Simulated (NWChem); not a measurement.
All runs are NWChem calculations. System: BiCl₃, charge 0, spin multiplicity 1, at a geometry optimised with PBE0/def2-SVP with def2 effective core potentials on Bi. The structure started from a generated list of species. Level: PBE/def2-SVPD with def2 effective core potentials on Bi.

Input file:

```
start mol
memory heap 200 mb stack 900 mb global 1100 mb
geometry units angstroms nocenter noautoz
  Bi     0.002103     0.446832     0.000000
  Cl    -1.083613    -0.722116     1.870969
  Cl    -1.083613    -0.722116    -1.870969
  Cl     2.156961    -0.737359     0.000000
  symmetry group Cs
end
basis spherical
  * library def2-svpd
end
ecp
  Bi library def2-ecp
end
dft
  xc xpbe96 cpbe96
  semidirect memsize 60000000 filesize 0
  iterations 100
end
task dft energy
```

NWChem printed:

```
             Northwest Computational Chemistry Package (NWChem) 7.3.0
             --------------------------------------------------------

                                NWChem Input Module
                                -------------------

 Scaling coordinates for geometry "geometry" by  1.889725989
 (inverse scale =  0.529177249)

 Turning off AUTOSYM since
 SYMMETRY directive was detected!

                             Geometry "geometry" -> ""
                             -------------------------

 Output coordinates in angstroms (scale by  1.889725989 to convert to a.u.)

  No.       Tag          Charge          X              Y              Z
 ---- ---------------- ---------- -------------- -------------- --------------
    1 Bi                  83.0000     0.00210300     0.44683200     0.00000000
    2 Cl                  17.0000    -1.08361300    -0.72211600     1.87096900
    3 Cl                  17.0000    -1.08361300    -0.72211600    -1.87096900
    4 Cl                  17.0000     2.15696100    -0.73735900     0.00000000

 Effective nuclear repulsion energy (a.u.)    1033.6229883785

            Nuclear Dipole moment (a.u.)
            ----------------------------
        X                 Y               Z
 ---------------- ---------------- ----------------
     0.0000831479     0.0000170075     0.0000000000

      Symmetry information
      --------------------

 Group name             Cs
 Group number              2
 Group order               2
 No. of unique centers     3

      Symmetry unique atoms

     1    2    4


 Summary of "ao basis" -> "" (spherical)
 ------------------------------------------------------------------------------
       Tag                 Description            Shells   Functions and Types
 ---------------- ------------------------------  ------  ---------------------
 *                         def2-svpd                  on all atoms

 Summary of "ao basis" -> "ao basis" (spherical)
 ------------------------------------------------------------------------------
       Tag                 Description            Shells   Functions and Types
 ---------------- ------------------------------  ------  ---------------------
 Bi                        def2-svpd                12       32   5s4p3d
 Cl                        def2-svpd                11       27   5s4p2d

 Summary of "ao basis" -> "ao basis" (spherical)
 ------------------------------------------------------------------------------
       Tag                 Description            Shells   Functions and Types
 ---------------- ------------------------------  ------  ---------------------
 Bi                        def2-svpd                12       32   5s4p3d
 Cl                        def2-svpd                11       27   5s4p2d

      Symmetry analysis of basis
      --------------------------

        a'         68
        a"         45

            General Information
            -------------------
          SCF calculation type: DFT
          Wavefunction type:  closed shell.
          No. of atoms     :     4
          No. of electrons :    74
           Alpha electrons :    37
            Beta electrons :    37
          Charge           :     0
          Spin multiplicity:     1
          Use of symmetry is: on ; symmetry adaption is: on
          Maximum number of iterations: 100
          AO basis - number of functions:   113
                     number of shells:    45
          Convergence on energy requested:  1.00D-06
[...]
 d= 0,ls=0.0,diis     5  -1594.4174555639 -1.61D-03  1.15D-04  2.13D-04     7.1
  Resetting Diis
 d= 0,ls=0.0,diis     6  -1594.4174824756 -2.69D-05  5.14D-05  2.76D-05     7.8
 d= 0,ls=0.0,diis     7  -1594.4174866196 -4.14D-06  4.76D-05  2.53D-06     8.8
 d= 0,ls=0.0,diis     8  -1594.4174848507  1.77D-06  3.28D-05  1.24D-05     9.9
 d= 0,ls=0.0,diis     9  -1594.4174870770 -2.23D-06  1.81D-06  5.16D-08    10.6
 d= 0,ls=0.0,diis    10  -1594.4174870848 -7.76D-09  3.26D-07  1.02D-09    11.2

         Total DFT energy =    -1594.417487084795
      One electron energy =    -3026.365309147603
           Coulomb energy =     1158.229171221692
    Exchange-Corr. energy =     -101.340326892035
 Nuclear repulsion energy =      375.058977733151

 Numeric. integr. density =       74.000001108235

     Total iterative time =     10.4s

                  Occupations of the irreducible representations
                  ----------------------------------------------

                     irrep           alpha         beta
                     --------     --------     --------
                     a'               23.0         23.0
                     a"               14.0         14.0

                       DFT Final Molecular Orbital Analysis
                       ------------------------------------

 Vector   35  Occ=2.000000D+00  E=-2.909491D-01  Symmetry=a"
              MO Center= -7.3D-01, -6.7D-01,  2.4D-14, r^2= 5.3D+00
   Bfn.  Coefficient  Atom+Function         Bfn.  Coefficient  Atom+Function
  ----- ------------  ---------------      ----- ------------  ---------------
    46      0.306073  2 Cl pz                73      0.306073  3 Cl pz
    45      0.276718  2 Cl py                72     -0.276718  3 Cl py
    43      0.236325  2 Cl pz                70      0.236325  3 Cl pz
    42      0.221227  2 Cl py                69     -0.221227  3 Cl py
   100      0.196310  4 Cl pz                97      0.157096  4 Cl pz

 Vector   36  Occ=2.000000D+00  E=-2.863536D-01  Symmetry=a"
              MO Center= -3.4D-03, -7.0D-01,  3.8D-15, r^2= 5.8D+00
   Bfn.  Coefficient  Atom+Function         Bfn.  Coefficient  Atom+Function
  ----- ------------  ---------------      ----- ------------  ---------------
   100      0.362806  4 Cl pz                44     -0.314206  2 Cl px
    71      0.314206  3 Cl px                97      0.285228  4 Cl pz
    41     -0.247020  2 Cl px                68      0.247020  3 Cl px
    46     -0.181418  2 Cl pz                73     -0.181418  3 Cl pz
    94      0.164277  4 Cl pz                38     -0.142271  2 Cl px

 Vector   37  Occ=2.000000D+00  E=-2.855193D-01  Symmetry=a'
              MO Center= -2.6D-03, -5.3D-01,  8.9D-15, r^2= 5.8D+00
   Bfn.  Coefficient  Atom+Function         Bfn.  Coefficient  Atom+Function
  ----- ------------  ---------------      ----- ------------  ---------------
    45      0.343588  2 Cl py                72      0.343588  3 Cl py
    99      0.344257  4 Cl py                 3     -0.278253  1 Bi s
    42      0.262286  2 Cl py                69      0.262286  3 Cl py
    96      0.262683  4 Cl py                 4     -0.257405  1 Bi s
     1      0.189310  1 Bi s                 13     -0.173549  1 Bi py

 Vector   38  Occ=0.000000D+00  E=-1.274899D-01  Symmetry=a'
              MO Center=  1.1D-03,  2.2D-01, -2.2D-14, r^2= 5.1D+00
   Bfn.  Coefficient  Atom+Function         Bfn.  Coefficient  Atom+Function
  ----- ------------  ---------------      ----- ------------  ---------------
    13      0.554207  1 Bi py                16      0.456783  1 Bi py
     3     -0.444545  1 Bi s                  4     -0.324119  1 Bi s
     5      0.320169  1 Bi s                 98     -0.277400  4 Cl px
     7     -0.243198  1 Bi py                46     -0.240329  2 Cl pz
    73      0.240329  3 Cl pz                 1      0.236125  1 Bi s

 Vector   39  Occ=0.000000D+00  E=-1.117878D-01  Symmetry=a"
              MO Center= -8.0D-02,  3.2D-01, -1.7D-10, r^2= 4.7D+00
   Bfn.  Coefficient  Atom+Function         Bfn.  Coefficient  Atom+Function
  ----- ------------  ---------------      ----- ------------  ---------------
    14      0.606463  1 Bi pz                17      0.477032  1 Bi pz
     8     -0.263820  1 Bi pz                45     -0.199671  2 Cl py
    72      0.199671  3 Cl py                29      0.170854  1 Bi d -1
    44     -0.157521  2 Cl px                71      0.157521  3 Cl px
   100     -0.148599  4 Cl pz                42     -0.134976  2 Cl py

 Vector   40  Occ=0.000000D+00  E=-1.117875D-01  Symmetry=a'
              MO Center=  8.3D-02,  3.2D-01,  1.7D-10, r^2= 4.7D+00
   Bfn.  Coefficient  Atom+Function         Bfn.  Coefficient  Atom+Function
  ----- ------------  ---------------      ----- ------------  ---------------
    12      0.606457  1 Bi px                15      0.477026  1 Bi px
     6     -0.263817  1 Bi px                99     -0.232414  4 Cl py
    98      0.211919  4 Cl px                28      0.171278  1 Bi d -2
    46     -0.156577  2 Cl pz                73      0.156577  3 Cl pz
    96     -0.157156  4 Cl py                90     -0.151571  4 Cl s

 center of mass
 --------------
 x =   0.00048483 y =   0.10289713 z =   0.00000000

 moments of inertia (a.u.)
 ------------------
        1218.070159402745           2.494483513891           0.000000000000
           2.494483513891        1748.512782410174           0.000000000000
           0.000000000000           0.000000000000        1218.056531014391

     Multipole analysis of the density
     ---------------------------------

     L   x y z        total         alpha         beta         nuclear
     -   - - -        -----         -----         ----         -------
     0   0 0 0     -0.000000    -37.000000    -37.000000     74.000000

     1   1 0 0      0.006951      0.122657      0.122657     -0.238362
     1   0 1 0      1.477667     26.070526     26.070526    -50.663386
     1   0 0 1      0.000000      0.000000      0.000000      0.000000

     2   2 0 0    -53.553760   -239.283163   -239.283163    425.012566
     2   1 1 0      0.024420      0.746617      0.746617     -1.468814
     2   1 0 1     -0.000000     -0.000000     -0.000000      0.000000
     2   0 2 0    -48.365536    -80.541976    -80.541976    112.718416
     2   0 1 1     -0.000000     -0.000000     -0.000000      0.000000
     2   0 0 2    -53.553871   -239.287134   -239.287134    425.020396

 Task  times  cpu:       11.3s     wall:       11.3s

 Total times  cpu:       11.3s     wall:       11.3s
```
